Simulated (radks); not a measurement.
All-electron atom: the selenium ion Se+ in [Ar] 3d10 4s2 4p3. All-electron calculation, scalar-relativistic Kohn-Sham, r2SCAN, spin-polarised, spherical densities, finite nucleus; open shells are filled with parallel spins first; meta-GGA in the generalised Kohn-Sham scheme; Fermi nuclear charge, rms radius 4.14 fm. Program: a radial shooting solver on a logarithmic mesh with Libxc functionals. Some entries of the table are withheld. Estimate them.

orbital,occ.,eigenvalue (hartree),r(max) (bohr)
1s up,1,-461.1653,0.02880
1s down,1,-461.1558,0.02880
2s up,1,-59.93223,0.1643
2s down,1,-59.93091,0.1643
2p up,3,-52.68506,0.1318
2p down,3,-52.67817,0.1318
3s up,1,-8.43983,0.5014
3s down,1,-8.43178,0.5016
3p up,3,-6.14485,(1)
3p down,3,-6.13519,(2)
3d up,5,-2.37486,(3)
3d down,5,-2.36017,(4)
4s up,1,-1.06153,1.504
4s down,1,-0.92219,1.490
4p up,3,-0.62186,1.751
4p down,0,-0.47700,1.723

Answer. 
(1) 3p up r(max) (bohr): 0.5001
(2) 3p down r(max) (bohr): 0.5004
(3) 3d up r(max) (bohr): 0.4547
(4) 3d down r(max) (bohr): 0.4547
